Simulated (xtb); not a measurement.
xtb input:

```bash
xtb mol.xyz --gfn 2 --sp --chrg 0 --uhf 0
```
mol.xyz:
```
5

Cl    -1.07680411     0.29204029     1.74526199
C     -0.15856991     0.04300578     0.25700685
Br    -1.20413346    -1.05088319    -0.98581861
Br     0.23073810     1.77326080    -0.57309446
Br     1.52359791    -0.87159817     0.66715608
```

Question: What final total energy does it print?

Answer: -18.90246 Eh (GFN2-xTB).
